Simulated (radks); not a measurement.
The numbers below are computed, except where a source is named.
How relativity changes the ionisation of neutral silver ([Kr] 4d10 5s1) to Ag+ ([Kr] 4d10). Spin-unpolarised spherical Kohn-Sham, LDA (Slater exchange, Perdew-Wang correlation), point nucleus unless stated (finite: rms radius 4.5454 fm), a radial shooting solver on a logarithmic mesh with Libxc functionals. A level marked "c x" has the speed of light scaled by that factor.

level                        E(Ag) (hartree)  E(Ag+) (hartree)  IE (eV)   HOMO  <r> HOMO (bohr)
non-rel.                         -5195.01174       -5194.73622    7.497     5s            3.272
scalar-rel.                      -5311.13445       -5310.83695    8.095     5s            3.109
scalar-rel., finite nucleus      -5311.02522       -5310.72774    8.095     5s            3.109
Dirac                            -5312.33799       -5312.04042    8.097  5s1/2            3.109
Dirac, finite nucleus            -5312.22850       -5311.93094    8.097  5s1/2            3.109
Dirac, c x 1.25                  -5268.49581       -5268.20672    7.867  5s1/2            3.168
Dirac, c x 1.5                   -5245.46282       -5245.17807    7.749  5s1/2            3.200
Dirac, c x 5                     -5199.44924       -5199.17293    7.519  5s1/2            3.266

NIST Atomic Spectra Database: 7.576 eV (measured). The relativistic part of the total energy of Ag is -117.2 hartree (Dirac, finite nucleus), 2.3 % of the non-relativistic value. Spin polarisation and multiplet splitting of open shells are left out at every level.

Beside tabulated values, note that relativity, absent from the non-relativistic runs, is large for the heavy elements, and spin-unpolarised runs miss the spin-polarisation part of the exchange energy of open shells.
